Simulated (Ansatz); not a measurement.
One change: `O[SiH2][SiH](O)Cl` becomes `O[SiH]([SiH3])Cl`.

Ansatz, PBE0-D4/def2-TZVP geometries, multiplicity 1. Each molecule was computed in one conformer, which needn't be the lowest.

```csv
property,`O[SiH2][SiH](O)Cl`
LUMO energy (PBE/def2-TZVPP) / eV,-1.71
LUMO energy (ωB97M-V/def2-TZVPP) / eV,0.87
HOMO energy (PBE/def2-TZVPP) / eV,-6.65
size of the dipole moment (PBE/def2-TZVPP) / D,2.21
HOMO–LUMO gap (PBE0/def2-TZVPP) / eV,7.04
HOMO–LUMO gap (B3LYP/def2-TZVPP) / eV,6.65
```

Q: What does the change do to each property? (Estimate.)

A: Computed: 
```
                                      property  `O[SiH]([SiH3])Cl`  shift
             LUMO energy (PBE/def2-TZVPP) / eV               -1.21   0.50
         LUMO energy (ωB97M-V/def2-TZVPP) / eV                1.35   0.48
             HOMO energy (PBE/def2-TZVPP) / eV               -6.93  -0.28
size of the dipole moment (PBE/def2-TZVPP) / D                1.26  -0.95
          HOMO–LUMO gap (PBE0/def2-TZVPP) / eV                7.79   0.75
         HOMO–LUMO gap (B3LYP/def2-TZVPP) / eV                7.38   0.73
```

With PBE0 the HOMO falls by 0.24 eV and the LUMO rises by 0.51 eV, so the gap widens by about 0.75 eV. PBE moves the HOMO by -0.28 eV and ωB97M-V by -0.24 eV. Dipoles are sizes alone; their direction can turn.

B3LYP here is the variant with VWN-RPA as its local correlation; programs differ in this.
